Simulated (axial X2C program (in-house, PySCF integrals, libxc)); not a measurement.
## What spin–orbit coupling does to NiH⁻

Computed with an in-house all-electron X2C program for linear molecules (integrals from PySCF). Spin-free means the one-electron spin-free X2C Hamiltonian; two-component (2c) means X2C with spin–orbit coupling and atomic mean-field two-electron Coulomb and Gaunt terms, so the difference of the two also holds small scalar two-electron terms. Basis: Ni dyall-av3z [10s10p7d3f2g], H dyall-av3z [7s3p2d] (cores contracted in-house); Gaussian nuclei, density fitting, unrestricted open shells. Masses: Ni 57.935 u, H 1.008 u.

Spin-free state: M_S = 1, Λ = 2 (beyond evenly filled blocks: σα, δ+α, δ+β, δ-α); fragments Ni- + H.

```csv
level,Re (Å),ωe (cm⁻¹),De (eV),μ (D)
PBE0,1.524,1663.2,2.157,3.48
B97-3,1.537,1595.7,2.002,3.63
BP86,1.520,1678.5,2.223,3.09
```

Dipoles are positive if H is the positive end and refer to the centre of mass.

Two-component determinant lowest at the distance of the search:

Ω = 3 (⟨Sz⟩ = 1.00, ⟨Lz⟩ = 2.00 at PBE0); fragments Ni- + H.

```json
{"level": "PBE0", "Re (Å)": "1.523", "ωe (cm⁻¹)": "1662.7", "μ (D)": "3.49"}
{"level": "B97-3", "Re (Å)": "1.537", "ωe (cm⁻¹)": "1595.3", "μ (D)": "3.64"}
{"level": "BP86", "Re (Å)": "1.520", "ωe (cm⁻¹)": "1678.5", "μ (D)": "3.10"}
```

**Question.** From the two tables, how do the constants change at the PBE0 level (2c against spin-free)?

**Answer.** At the PBE0 level Re is unchanged within 0.001 Å and ωe drops by 0.5 cm⁻¹.

The state is a single determinant with fixed occupations, the lowest that a limited PBE0 search found. Dissociation energies refer to the lowest single-determinant-based atoms at the same level and basis. De is not given where an atomic determinant may have missed its ground term or J level, or where the truncated virtual space spoils (T). Density functionals use the spin component along the axis (collinear). The highest occupied level is positive at some bond lengths even in Hartree–Fock (under at least one Hamiltonian), so the basis set holds the extra electron there; where that holds at Re the anion is at best weakly bound and its constants depend on the basis. PBE0 can misorder states that lie within some tenths of an eV, so this need not be the ground state of the molecule. The nearest other spin-free determinant of the search, M_S = 1, Λ = 1, lies 0.04 eV up at the distance of the search. The functionals have no current-density term, which raises determinants with orbital currents, atoms included. With several unpaired electrons one determinant need not be a pure state. A state of lower Ω lies just above, and one determinant can place such states too high, so the state shown need not be the lowest. The search has Ω = 2 only 0.07 eV up. At some level and bond length an empty orbital lies below a filled one.
